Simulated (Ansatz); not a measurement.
BHN (SMILES B=[N]), charge 0, multiplicity 2, relaxed at each level with Ansatz (a quantum-chemistry and plane-wave program); harmonic frequencies from differences of analytic forces, average atomic masses, frozen cores. Open shells are unrestricted.

```csv
level,B1–N2 (Å),B1–H3 (Å),N2–B1–H3 (°),dipole (D)
HF/def2-TZVPP,1.2889,1.1649,180.0,3.21
PBE/def2-TZVPP,1.3193,1.1797,180.0,2.59
r2SCAN/def2-TZVPP,1.3104,1.1722,180.0,2.72
B3LYP/def2-TZVPP,1.3055,1.1682,180.0,2.77
PBE0/def2-TZVPP,1.3056,1.1734,180.0,2.77
wB97X-V/def2-TZVPP,1.3058,1.1740,180.0,2.86
MP2/cc-pVTZ,1.3041,1.1679,180.0,2.89
CCSD(T)/cc-pVTZ,1.3191,1.1713,180.0,2.64
```
